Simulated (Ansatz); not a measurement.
A trace of molecular dynamics of CH$_{3}$Cl$_{3}$Si (8 atoms, charge 0, multiplicity 1).

Method: Ansatz 0.2.0, RHF/def2-SVP.

```
ensemble                      : NVE (velocity Verlet)
starting velocities drawn for : 700 K
seed                          : 469025
```

| time (fs) | T (K) | potential energy less start (eV) | conserved less start (meV/atom) |
| --- | --- | --- | --- |
| 0 | 700 | 0.000 | 0.00 |
| 6 | 554 | 0.707 | 74.20 |
| 12 | 2388 | 2.131 | 430.03 |
| 18 | 7458 | 8.781 | 1752.74 |
| 24 | 7805 | 11.643 | 2144.23 |
| 30 | 14334 | 17.009 | 3447.94 |
| 36 | 40651 | 23.829 | 6851.65 |
| 42 | 36923 | 26.117 | 6776.31 |
| 48 | 36388 | 26.531 | 6776.18 |
| 54 | 35583 | 27.162 | 6776.97 |
| 60 | 34966 | 27.644 | 6777.38 |
| 66 | 34788 | 27.781 | 6777.28 |
| 72 | 34937 | 27.655 | 6775.97 |
| 78 | 34739 | 27.808 | 6775.87 |
| 84 | 34441 | 28.059 | 6778.43 |
| 90 | 34817 | 27.739 | 6774.91 |
| 96 | 34556 | 27.954 | 6776.49 |
| 102 | 34288 | 28.171 | 6777.58 |
| 108 | 34649 | 27.880 | 6776.16 |
| 114 | 34993 | 27.611 | 6775.94 |
| 120 | 34941 | 27.648 | 6775.51 |

**Question.** Can this run be trusted? Judge the integration.

**Answer.** The conserved energy changed by up to 6900 meV per atom, so the integration failed: the time step of 3 fs is too long for the fastest motions that this run met, and the later frames carry no physical meaning.

Run time: 2.4 min on 1 thread of Arm Neoverse V1, on a shared host, peak memory 0.25 GiB.
